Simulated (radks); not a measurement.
Q: The mean radii <r> (bohr) of the occupied orbitals of an atom or ion are listed with their occupations. Method: scalar-relativistic Kohn-Sham, LDA (Slater exchange, Perdew-Wang correlation), spin-polarised, spherical densities, finite nucleus; Fermi nuclear charge, rms radius of each element as measured or else 0.836 A^(1/3) + 0.57 fm; computed with a radial shooting solver on a logarithmic mesh with Libxc functionals.

orbital  occ.      <r>
1s up       1  0.06649
1s down     1  0.06645
2s up       1   0.2987
2s down     1   0.2994
2p up       3   0.2621
2p down     2   0.2630

Name the element and its charge. Open shells, if any, are filled with parallel spins first.

A: Z = 23, vanadium, charge +14: V14+ in [He] 2s2 2p5. The 1s radius gives Z: for a bare nucleus <r> = (2 gamma + 1)/(2Z) with gamma = sqrt(1 - (Z/c)^2), 0.0646 bohr for Z = 23, and screening makes it slightly larger (0.06649 here). The occupations add up to 9, and the charge is Z minus that.
